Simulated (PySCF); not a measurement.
Compound: C₄H₁₀ClSi (doublet state).
Cartesian coordinates in Å at the GFN2-xTB level; atoms count from 1:
```
atom  x, y, z in Å
C1    -0.8115    1.4628    0.4440
C2    -0.8140    0.0725    0.1719
C3    -1.7950   -0.3736   -0.8874
Cl4   -1.2520   -0.8985    1.7579
Si5    0.9761   -0.6378   -0.1189
C6     2.1232   -0.0801    1.2776
H7    -1.4521    2.1350   -0.0966
H8    -0.2363    1.8620    1.2571
H9    -2.8081   -0.0658   -0.6326
H10   -1.5215    0.0774   -1.8393
H11   -1.7805   -1.4543   -1.0010
H12    0.8460   -2.0940   -0.1873
H13    1.4212   -0.0922   -1.4096
H14    3.0955   -0.5509    1.1736
H15    1.7255   -0.3490    2.2513
H16    2.2758    0.9952    1.2641
```

The hyperfine couplings belong to this conformer and change with its torsions.

Identity: `C[SiH2][C@@](Cl)([CH2])C` [radical].

Theory: PySCF, UKS B3LYP, pcH-1 on C Cl H Si, non-relativistic, mean-field spin-orbit, GIAO. The structure is a single GFN2-xTB conformer in the gas phase; no vibrational or solvent corrections. Couplings are sensitive to structure, and on GFN2-xTB geometries they can be far from those on DFT ones. No stability test was run, so a lower SCF solution isn't excluded.

Mulliken spin populations: C1 +0.943, C2 -0.065, C3 +0.006, Cl4 +0.137, Si5 +0.043, C6 0.000, H7 -0.039, H8 -0.040, H9 +0.002, H10 -0.001, H11 -0.001, H12 +0.016, H13 -0.001, H14 0.000, H15 0.000, H16 +0.001.

Task: Give the computed dipolar 1H tensors of H9, H10, H11, H12, H13, H14, H15, H16.

Result: 
```csv
atom,position,distance from C1 (Å),T1 (MHz),T2,T3
H9,"γ, 3 bonds from C1",2.74,-2.71,-2.50,5.21
H10,"γ, 3 bonds from C1",2.76,-2.88,-2.34,5.22
H11,"γ, 3 bonds from C1",3.40,-1.76,-1.69,3.45
H12,"γ, 3 bonds from C1",3.97,-1.86,-0.92,2.79
H13,"γ, 3 bonds from C1",3.29,-2.79,-1.51,4.30
H14,4 bonds from C1,4.46,-0.97,-0.68,1.65
H15,4 bonds from C1,3.60,-1.50,-1.22,2.72
H16,4 bonds from C1,3.23,-2.21,-1.71,3.92
```

Task: Estimate them with point dipoles: put each population ρk at its nucleus, leave out the nucleus itself and the atom bound to it, and sum T = Σ [ρk/(2S)]·C·(3 n nᵀ − 1)/r³ with C = μ0 gₑ μB g_N μN/(4π h) = 79.06 MHz Å³.

Result: 
```csv
atom,T1 (MHz),T2,T3,"T3, computed",difference in T3 (%)
H9,-3.60,-2.71,6.31,5.21,+21
H10,-3.18,-2.93,6.10,5.22,+17
H11,-1.59,-1.22,2.82,3.45,-18
H12,-1.27,-0.83,2.10,2.79,-25
H13,-2.01,-1.62,3.64,4.30,-16
H14,-1.01,-0.84,1.85,1.65,+12
H15,-1.56,-1.40,2.96,2.72,+9
H16,-2.16,-1.82,3.98,3.92,+1
```

In T3 the estimate is closest for H16 (+1 %, 3.23 Å from C1) and worst for H12 (-25 %, 3.97 Å).

Task: If all the spin sat on C1, T∥ = 2C/r³. What distance does the computed T3 of H9 then imply?

Result: r = (2 × 79.06/5.21)^(1/3) = 3.12 Å, against 2.74 Å in the structure.

Time: 62 s wall (grids of density and orbitals included); peak memory 1.1 GiB. Hardware: INTEL XEON PLATINUM 8581C at 2.10 GHz, one thread, shared host with 80 logical CPUs at a one-minute load of 10.
